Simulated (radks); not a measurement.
Polarisability of the bismuth ion Bi5+, [Xe] 4f14 5d10, at imaginary frequency. Method: non-relativistic Kohn-Sham, LB94 model potential, spin-unpolarised, spherical densities, point nucleus; relativity is left out, which matters for an element this heavy; computed with a radial shooting solver on a logarithmic mesh with Libxc functionals. Response by self-consistent Sternheimer equations with the Hartree and adiabatic LDA kernel.

w (hartree),alpha1(iw) (bohr^3),alpha2(iw) (bohr^5)
0.00266,2.706,5.773
0.0143,2.705,5.772
0.0360,2.705,5.769
0.0697,2.702,5.760
0.118,2.697,5.737
0.186,2.683,5.685
0.280,2.656,5.581
0.413,2.600,5.385
0.605,2.493,5.046
0.892,2.294,4.519
1.35,1.952,3.792
2.12,1.442,2.873
3.59,0.8405,1.795
6.94,0.3470,0.7639
17.5,0.09009,0.1614

Static values: alpha1 = 2.706 bohr^3 (0.4009 angstrom^3; uncoupled 4.170), alpha2 = 5.773 bohr^5, alpha3 = 18.04 bohr^7. C6 = 12.81, C8 = 130.4, triple-dipole C9 = 24.83 atomic units. One-pole (London) frequency 4 C6 / (3 alpha1^2) = 2.333 hartree, against 3.373 for minus the highest occupied eigenvalue.
